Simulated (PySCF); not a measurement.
Compound: C8H13 (doublet state).
Z-matrix (Å and degrees, PBE0-D3(BJ)/def2-SVP geometry), rows numbered from 1:
```
C 
C   1  1.5236
C   2  1.4936  1  115.71
C   3  1.4940  2  119.66  1    42.04
C   4  1.4987  3  114.15  2  -178.48
C   5  1.3366  4  123.58  3     1.31
C   6  1.4986  5  122.96  4    -1.93
C   3  1.4928  2  119.13  1  -160.59
H   1  1.1017  2  111.13  3    57.33
H   1  1.1010  2  111.98  3   -63.06
H   1  1.1006  2  110.92  3   177.25
H   2  1.1138  1  108.56  3   123.04
H   2  1.1042  1  109.53  3  -123.16
H   4  1.1150  3  110.22  2    58.37
H   4  1.1069  3  110.43  2   -55.54
H   5  1.0953  4  116.86  3   179.71
H   6  1.0954  5  119.26  4   177.58
H   7  1.1063  6  109.24  5   100.85
H   7  1.1029  6  109.95  5  -143.69
H   8  1.1025  3  110.25  2    31.18
H   8  1.1131  3  109.21  2   -84.47
```

The hyperfine couplings belong to this conformer and change with its torsions.

As a line formula: `CC[C]1CC=CCC1` [radical].

Method used: PySCF, UKS B3LYP, IGLO-III on C, pcH-1 on H, non-relativistic, mean-field spin-orbit, GIAO. Isolated species at its PBE0-D3(BJ)/def2-SVP geometry (one conformer only). The SCF solution wasn't tested for stability.

Question: Where do the isotropic ENDOR lines of H14/H15, H12/H13, H20/H21, H16, H9/H10/H11 and H17 fall at 3345.6 mT, to first order?

Answer: ν± = |νn ± a/2|, one line for each electron-spin manifold; νn = |g_N| × 7.62259 MHz/T × B.

```csv
nuclei,isotope,g_N,νn (MHz),a_iso (MHz),lower line (MHz),upper line (MHz)
H14/H15,1H,5.5857,142.45,85.04,99.93,184.97
H12/H13,1H,5.5857,142.45,76.13,104.38,180.51
H20/H21,1H,5.5857,142.45,73.35,105.77,179.12
H16,1H,5.5857,142.45,-2.50,141.20,143.70
H9/H10/H11,1H,5.5857,142.45,-1.69,141.60,143.29
H17,1H,5.5857,142.45,1.24,141.83,143.07
```

Question: Which pairs are centred on the nuclear Larmor frequency, and which on half the coupling?

Answer: Centred on νn, since |a| < 2νn: H14/H15, H12/H13, H20/H21, H16, H9/H10/H11 and H17. No pair has |a| > 2νn.

Class means assume fast exchange of nuclei equivalent by connectivity; if that motion is slow, each nucleus keeps its own coupling. The 1H value of +73.3 MHz is a mean of couplings from 18.5 to 128.1 MHz in this one geometry, not an average over conformers. The 1H value of +76.1 MHz is a mean of couplings from 27.2 to 125.1 MHz in this one geometry, not an average over conformers.

Largest spin populations (Mulliken): C3 (+0.98), C8 (-0.10), C4 (-0.09) and C2 (-0.09). No atom but C3 exceeds +0.15. The positive populations add up to 1.29 and the negative ones to -0.29, together 2S = 1. The angles at C3 add up to 356.2°, so it is nearly planar.
